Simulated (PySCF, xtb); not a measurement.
Te(Cl)(NH2) (ClH₂NTe), SMILES N[Te]Cl.

xtb 6.7.1 with GFN2-xTB at its own geometry gives an orbital gap of 3.21 eV and a dipole moment of 3.63 D.

Geometry optimised at r2SCAN-D4/def2-TZVP. The def2 effective core potentials stand for the cores of Te; spin–orbit coupling is left out. The values are those of a single conformer.

What does B3LYP/def2-TZVPD (PySCF) give? (An estimate is asked for; the answer gives what the named calculation found.)

gap 3.86 eV (levels -6.18 and -2.32 eV), dipole 1.99 D.
